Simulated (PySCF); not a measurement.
**Copper: a sound run and one with changed settings**

Sound run: Cu [Ar] 3d10 4s1, Cu⁺ [Ar] 3d10. Calculation: PySCF 2.14, in cc-pVDZ-DK; the spin-free X2C one-electron Hamiltonian (Gaussian nucleus). In the sound run the correlated levels freeze [Ar]. The sound run starts from symmetry-adapted Hartree-Fock orbitals and uses a fine grid where one is needed.

Changed run: the non-relativistic Hamiltonian (point nucleus). This setting is unsound on purpose.

```csv
species,method,sound run (hartree),changed run (hartree),converged
Cu,UHF,-1653.14842,-1631.33435,yes
Cu,TPSS,-1654.79691,-1632.98289,yes
Cu,B3LYP,-1654.82429,-1633.01132,yes
Cu,MP2,-1653.59330,-1631.77246,yes
Cu,CCSD(T),-1653.54520,-1631.72575,yes
Cu⁺,UHF,-1652.90646,-1631.10013,yes
Cu⁺,TPSS,-1654.49694,-1632.69524,yes
Cu⁺,B3LYP,-1654.52081,-1632.71915,yes
Cu⁺,MP2,-1653.32018,-1631.50974,yes
Cu⁺,CCSD(T),-1653.27259,-1631.46319,yes
```

Ionisation energy of Cu:

| method | sound run (eV) | changed run (eV) |
| --- | --- | --- |
| UHF | 6.584 | 6.374 |
| TPSS | 8.163 | 7.827 |
| B3LYP | 8.258 | 7.951 |
| MP2 | 7.432 | 7.149 |
| SCS-MP2 | 7.294 | 7.022 |
| CCSD | 7.307 | 7.043 |
| CCSD(T) | 7.418 | 7.145 |

Most of the change in total energy is the relativistic energy itself. On top of that the contraction fixes the core shape for the Hamiltonian it was made with, so the changed run is not a good calculation with the other Hamiltonian either.

For comparison, NIST gives 7.726 eV between the lowest levels.
